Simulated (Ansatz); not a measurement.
`FCO[SiH2]F` + `N[Si](O)(O)F` → `O[Si](O)(F)N[SiH2]F` + `OCF`  (ligand exchange at the Si–O bond)

Computed with Ansatz on PBE0-D4/def2-TZVP structures; ΔE is electronic, products minus reactants. CBS: MP2 limit from def2 TZ/QZ plus the TZ coupled-cluster correction, frozen cores. DFT in def2-TZVPP. Each species was taken in one conformer, which may not be the lowest.

| level | ΔE (kJ/mol) |
| --- | --- |
| ωB97X-V | 25.8 |
| r2SCAN | 26.3 |
| MP2/def2-QZVPP | 26.2 |
| SCS-MP2/def2-QZVPP | 28.1 |

Q: What does CCSD(T)/CBS give? (An estimate is asked.)

A: The calculation gave: +25.5 kJ/mol. The listed levels differ from it by 0.3, 0.8, 0.7, 2.6 kJ/mol.

Largest T1 diagnostic among the species: 0.012.

The D4 term adds −4.2 kJ/mol with B3LYP and −2.5 kJ/mol with PBE0; it sums over pairs of atoms, weighted by their polarisabilities, and B3LYP, whose exchange is more repulsive, gets the larger term. In def2-TZVPP, CCSD(T) changes the Hartree–Fock value by −9.7 kJ/mol (the triples alone add −1.5 kJ/mol) and MP2 by −9.0 kJ/mol.

B3LYP here is the variant with VWN-RPA as its local correlation; programs differ in this.
